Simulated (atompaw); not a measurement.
**Which change was made? (Tb, PAW (atompaw))**

* Element: terbium (Tb)
* Generator: atompaw 4.2.0.5
* Type: PAW
* Functional: PBE
* Relativity: scalar-relativistic
* Frozen core: [Kr] 4d10
* Valence charge: 19
* Reference configuration: 4f8 5s2 5p6 5d1 6s2 6p0
* Partial waves: 5s (bound); 6s (bound); 5p (bound); 6p (bound, empty); 5d (bound); 5d channel at 2.1 Ry; 4f (bound); 4f channel at 4.15 Ry
* Local potential: bessel scheme, radius 2.70 bohr
* Core correction: smooth core density matched at 2.55 bohr
* Augmentation charge: sinc compensation charge, radius 2.60 bohr; PAW radius 3.00 bohr; waves and projectors: bloechl

Cutoffs, loose and tight: the cutoffs (Ry, on a coarse ladder) from which the occupation-weighted sum of valence levels, in a spherical-Bessel basis at the reference potential, stays within 10 and 1 mRy of its value at 400 Ry. They see the waves, projectors and local potential, not the compensation charge or the core.

The base gives: outcome: generated; cutoff, loose: 30 Ry; cutoff, tight: 35 Ry; bound ghosts: none.

Problem. After one change the result is: outcome: failed: atompaw: terminating projector 1000. Which change was it?
A. local potential bessel scheme, radius 1.58 bohr
B. waves 5s (bound): rc 2.25 bohr; 6s (bound): rc 3.00 bohr; 5p (bound): rc 1.85 bohr; 6p (bound): rc 2.20 bohr; 5d (bound): rc 3.00 bohr; 5d channel at 2.1 Ry: rc 3.00 bohr; 4f (bound): rc 1.35 bohr; 4f channel at 4.15 Ry: rc 1.35 bohr; augmentation sinc compensation charge, radius 2.60 bohr; PAW radius 3.00 bohr; waves and projectors: custom rrkj gramschmidtortho
C. all radii scaled by about 0.76 (s 1.70, p 1.40, d 2.28, f 1.02 bohr); local potential bessel scheme, radius 2.04 bohr; augmentation sinc compensation charge, radius 1.98 bohr; PAW radius 2.28 bohr; waves and projectors: bloechl; core correction smooth core density matched at 1.94 bohr

Solution. C. The others give: local potential bessel scheme, radius 1.58 bohr → outcome: generated; cutoff, loose: 35 Ry; cutoff, tight: 40 Ry; bound ghosts: none | waves 5s (bound): rc 2.25 bohr; 6s (bound): rc 3.00 bohr; 5p (bound): rc 1.85 bohr; 6p (bound): rc 2.20 bohr; 5d (bound): rc 3.00 bohr; 5d channel at 2.1 Ry: rc 3.00 bohr; 4f (bound): rc 1.35 bohr; 4f channel at 4.15 Ry: rc 1.35 bohr; augmentation sinc compensation charge, radius 2.60 bohr; PAW radius 3.00 bohr; waves and projectors: custom rrkj gramschmidtortho → outcome: generated; cutoff, loose: 100 Ry; cutoff, tight: 160 Ry; bound ghosts: none.
